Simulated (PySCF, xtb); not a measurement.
CH₅ClO₂Si, SMILES CO[SiH](O)Cl.

GFN2-xTB in xtb at its own geometry gives an orbital gap of 7.43 eV and a dipole moment of 2.40 D.

Coordinates come from a B3LYP-D3(BJ)/def2-SVP optimisation. The structure was generated by enumeration, and PubChem lists no compound with its InChIKey, so it may never have been made. Other conformers were not sampled.

Problem. What does ωB97X/def2-TZVP in PySCF give? (The exact figures need the calculation; the answer reports its results.)

Solution. gap 13.92 eV (levels -11.14 and 2.78 eV), dipole 1.68 D.
